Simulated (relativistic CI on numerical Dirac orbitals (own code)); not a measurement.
# Line list: Electric-dipole lines, Nb⁶⁺

Computed by Dirac-Coulomb-Breit CI, KLI orbitals optimised for each configuration, model QED (radiative potential, 1s self-energy scaled to tabulated hydrogen-like ionisation energies), valence Slater integrals scaled by 0.9, P86 correlation estimate, and configurations built on the next ion tied to the tabulated ionisation energy (semi-empirical) (own radial code, finite nucleus).

Configuration list (outside the closed core [Ar] 3d10): 4s2 4p5, 4s2 4p4 4d, 4s2 4p4 5s, 4s2 4p4 5p, 4s2 4p4 5d, 4s2 4p4 6s, 4s2 4p4 4f, 4s2 4p4 5f, 4s 4p6, 4s2 4p3 4d2, 4s 4p5 4d, 4s 4p5 4f, 4p5 4d2, 4s2 4p3 4f2, 4p6 4d, 4s 4p4 4d2, 4s2 4p3 4d 4f, 4s2 4p4 6p, 4s 4p5 5s, 4s2 4p4 5g, 4s2 4p4 6d, 4p5 4f2, 4s 4p5 5p, 4s2 4p3 4d 5s. Levels of other configurations are missing.

| λ vac (nm) | Lower | Upper | A (s⁻¹) | E lower (eV) | E upper (eV) |
| --- | --- | --- | --- | --- | --- |
| 20.923 | 4s2 4p5 2P°_3/2 [1] | 4s2 4p4 5s 2D_5/2 [37] | 1.28e+10 | 0.0000 | 59.2586 |
| 21.646 | 4s2 4p5 2P°_3/2 [1] | 4s2 4p4 5s 4P_3/2 [35] | 1.51e+10 | 0.0000 | 57.2788 |
| 21.747 | 4s2 4p5 2P°_1/2 [2] | 4s2 4p4 5s 2D_3/2 [38] | 1.87e+10 | 2.3518 | 59.3626 |
| 21.788 | 4s2 4p4 4d 4D_5/2 [4] | 4s2 4p4 5f 4F°_7/2 [289] | 1.97e+10 | 33.1251 | 90.0310 |
| 21.819 | 4s2 4p4 4d 4D_7/2 [5] | 4s2 4p4 5f 4F°_9/2 [290] | 2.81e+10 | 33.2170 | 90.0419 |
| 21.826 | 4s2 4p4 4d 4D_3/2 [6] | 4s2 4p4 5f 4F°_5/2 [291] | 1.44e+10 | 33.2611 | 90.0674 |
| 22.248 | 4s2 4p5 2P°_3/2 [1] | 4s2 4p4 5s 2P_3/2 [33] | 2.47e+10 | 0.0000 | 55.7287 |
| 22.289 | 4s2 4p4 4d 4F_9/2 [8] | 4s2 4p4 5f 4G°_11/2 [298] | 6.34e+10 | 34.9220 | 90.5475 |
| 23.212 | 4s2 4p4 4d 2F_7/2 [16] | 4s2 4p4 5f 2F°_7/2 [296] | 8.17e+10 | 37.0240 | 90.4378 |
| 23.288 | 4s2 4p4 4d 4D_7/2 [5] | 4s2 4p4 6p 4D°_7/2 [244] | 8.52e+09 | 33.2170 | 86.4558 |
| 23.413 | 4s2 4p4 4d 4P_5/2 [17] | 4s2 4p4 5f 4F°_5/2 [291] | 4.90e+10 | 37.1117 | 90.0674 |
| 23.457 | 4s2 4p4 4d 4D_7/2 [5] | 4s2 4p4 6p 4D°_5/2 [238] | 1.62e+10 | 33.2170 | 86.0739 |
| 24.059 | 4s2 4p4 4d 4F_9/2 [8] | 4s2 4p4 6p 4D°_7/2 [244] | 4.11e+10 | 34.9220 | 86.4558 |
| 26.343 | 4s2 4p5 2P°_3/2 [1] | 4s2 4p4 4d 2D_5/2 [29] | 1.75e+11 | 0.0000 | 47.0658 |
| 26.412 | 4s2 4p5 2P°_1/2 [2] | 4s2 4p4 4d 2D_3/2 [31] | 1.64e+11 | 2.3518 | 49.2943 |
| 26.638 | 4s2 4p5 2P°_3/2 [1] | 4s2 4p4 4d 2P_3/2 [28] | 1.41e+11 | 0.0000 | 46.5436 |
| 27.139 | 4s2 4p5 2P°_3/2 [1] | 4s2 4p4 4d 2S_1/2 [27] | 1.40e+11 | 0.0000 | 45.6853 |
| 27.407 | 4s2 4p5 2P°_1/2 [2] | 4s2 4p4 4d 2P_1/2 [30] | 1.19e+11 | 2.3518 | 47.5900 |
| 28.612 | 4s2 4p5 2P°_1/2 [2] | 4s2 4p4 4d 2S_1/2 [27] | 1.95e+10 | 2.3518 | 45.6853 |
| 32.245 | 4s2 4p4 4d 4D_5/2 [4] | 4s2 4p4 4f 4F°_7/2 [83] | 1.09e+10 | 33.1251 | 71.5759 |
| 32.322 | 4s2 4p4 4d 4D_7/2 [5] | 4s2 4p4 4f 4F°_7/2 [83] | 5.29e+09 | 33.2170 | 71.5759 |
| 32.351 | 4s2 4p4 4d 4D_7/2 [5] | 4s2 4p4 4f 2G°_9/2 [82] | 8.53e+09 | 33.2170 | 71.5417 |
| 32.474 | 4s2 4p4 4d 4D_7/2 [5] | 4s2 4p4 4f 4G°_9/2 [80] | 7.26e+09 | 33.2170 | 71.3964 |
| 34.038 | 4s2 4p4 4d 4F_9/2 [8] | 4s2 4p4 4f 4G°_11/2 [79] | 1.33e+10 | 34.9220 | 71.3478 |
| 34.150 | 4s2 4p4 4d 2F_7/2 [16] | 4s2 4p4 4f 4G°_9/2 [100] | 1.02e+10 | 37.0240 | 73.3302 |
| 34.441 | 4s2 4p4 4d 2G_9/2 [22] | 4s2 4p4 4f 2H°_11/2 [109] | 1.15e+10 | 38.5664 | 74.5651 |
| 34.452 | 4s2 4p4 4d 2G_7/2 [20] | 4s2 4p4 4f 2H°_9/2 [107] | 8.31e+09 | 38.4318 | 74.4198 |
| 35.112 | 4s2 4p4 4d 2F_7/2 [24] | 4s2 4p4 4f 2G°_9/2 [118] | 7.94e+09 | 40.5688 | 75.8794 |
| 41.453 | 4s2 4p4 4d 4D_5/2 [4] | 4s2 4p4 5p 4P°_5/2 [43] | 3.15e+09 | 33.1251 | 63.0344 |
| 41.581 | 4s2 4p4 4d 4D_7/2 [5] | 4s2 4p4 5p 4P°_5/2 [43] | 3.71e+09 | 33.2170 | 63.0344 |
| 42.528 | 4s2 4p4 4d 2G_9/2 [22] | 4s2 4p4 5p 2F°_7/2 [68] | 8.71e+09 | 38.5664 | 67.7201 |
| 42.792 | 4s2 4p4 4d 4F_9/2 [8] | 4s2 4p4 5p 4D°_7/2 [50] | 8.90e+09 | 34.9220 | 63.8960 |
| 91.362 | 4s2 4p4 5p 2F°_5/2 [66] | 4s2 4p4 5d 2G_7/2 [174] | 6.02e+09 | 67.1319 | 80.7026 |
| 91.541 | 4s2 4p4 5d 4F_9/2 [136] | 4s2 4p4 5f 4G°_11/2 [298] | 6.31e+09 | 77.0034 | 90.5475 |
| 91.620 | 4s2 4p4 5d 4D_7/2 [126] | 4s2 4p4 5f 4F°_9/2 [290] | 5.40e+09 | 76.5094 | 90.0419 |
| 92.010 | 4s2 4p4 5p 4P°_5/2 [43] | 4s2 4p4 5d 4D_7/2 [126] | 3.29e+09 | 63.0344 | 76.5094 |
| 92.175 | 4s2 4p4 5p 4P°_5/2 [43] | 4s2 4p4 5d 4D_5/2 [125] | 3.20e+09 | 63.0344 | 76.4854 |
| 93.103 | 4s2 4p4 5p 2D°_5/2 [48] | 4s2 4p4 5d 2F_7/2 [139] | 2.84e+09 | 63.7994 | 77.1163 |
| 94.592 | 4s2 4p4 5p 4D°_7/2 [50] | 4s2 4p4 5d 4F_9/2 [136] | 6.15e+09 | 63.8960 | 77.0034 |
| 94.719 | 4s2 4p4 5p 4D°_5/2 [57] | 4s2 4p4 5d 4F_7/2 [156] | 5.16e+09 | 65.8451 | 78.9348 |
| 94.928 | 4s2 4p4 5p 2F°_7/2 [68] | 4s2 4p4 5d 2G_9/2 [176] | 5.91e+09 | 67.7201 | 80.7809 |
| 96.853 | 4s2 4p4 5p 2D°_5/2 [72] | 4s2 4p4 5d 2F_7/2 [187] | 4.11e+09 | 68.6320 | 81.4334 |
| 138.97 | 4s2 4p4 5s 4P_5/2 [32] | 4s2 4p4 5p 4D°_7/2 [50] | 1.14e+09 | 54.9746 | 63.8960 |
| 146.53 | 4s2 4p4 5s 2D_5/2 [37] | 4s2 4p4 5p 2F°_7/2 [68] | 9.25e+08 | 59.2586 | 67.7201 |
| 153.83 | 4s2 4p4 5s 4P_5/2 [32] | 4s2 4p4 5p 4P°_5/2 [43] | 7.89e+08 | 54.9746 | 63.0344 |

Terms are leading LS components. Brackets give the number of a level in order of energy, since labels repeat. The list gives strong lines, with weight on those to low levels, without configurations that were not tied to measured data, without lines whose two gauges differ by over a factor of 2.5, among the lowest 300 of 1431 levels, so that lines to higher ones, which can be the strongest, are missing. Levels whose partners in the same complex of configurations lie outside the list can be far off, and so can their lines. Rates are taken at the computed energies, electric ones in the length gauge.

Configurations that consist of the next ion and one excited electron were tied to the tabulated ionisation energy; Rydberg ones are usually within 1,000 to 3,000 cm⁻¹ and the lowest ones within about 6,000 (9,000 in d shells), while levels on excited terms of the next ion carry the error of that term, and the other configurations can be misplaced by 10,000 cm⁻¹ or more. Rates follow the energies as ν³ (E1, M1) or ν⁵ (E2), so rates, branching and lifetimes can be off by large factors. 7 of the 8 excited levels that our extract of the measured tables holds in this range could be paired (the sources list more); they are missed by 12374 cm⁻¹ on average and 32276 at most, and levels without a partner can miss by more.

LS names give the leading component of a level, which can be under half, so a name can repeat, a term be missing and a line seem to break the LS rules.
